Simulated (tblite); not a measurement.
Problem. What does the GFN2-xTB structure of `C#CC1=CC=[C]S1` [radical] look like in three dimensions? (Doublet state.)

Solution. 
```xyz
10
C6H3S angstrom
C      2.8373    0.1561    0.2947
C      1.6346    0.1894    0.2571
C      0.2447    0.2744    0.2038
C     -0.6828   -0.7108    0.4061
C     -2.0226   -0.2549    0.2695
C     -2.0404    1.0547   -0.0285
S     -0.5330    1.8117   -0.1648
H      3.8834    0.0958    0.3328
H     -0.4281   -1.7287    0.6444
H     -2.8842   -0.8831    0.3910
```

Orientation and origin are arbitrary. Atoms count from 1 in this order. The 2 C–S bonds span 1.692 Å (C6–S7, aromatic) to 1.762 Å (C3–S7, aromatic), a spread of 0.070 Å. C3 (carbon bonded to 2 C and S) is planar (angles 128.8°, 120.1° and 111.1°, sum 360.0°, 0.00 Å off the plane of its three neighbours). The C–C distances run from 1.204 Å (C1≡C2, drawn triple) to 1.422 Å (C4–C5, aromatic), a spread of 0.218 Å. C4 (carbon bonded to 2 C and H) is planar (angles 123.6°, 123.2° and 113.2°, sum 360.0°, 0.00 Å off the plane of its three neighbours).

Bonds between heavy atoms (Å): C1≡C2 1.204, C2–C3 1.394, C3–C4 1.368, C4–C5 1.422, C5–C6 1.343, C6–S7 1.692, C3–S7 1.762.

Structure optimised with GFN2-xTB, isolated species. This method treats the open shell by occupation alone, without spin polarisation.

Point group: Cs (tolerance 0.08 Å). Its GFN2-xTB frequencies are all real (lowest 132 cm⁻¹).

All values are computed, not measured.
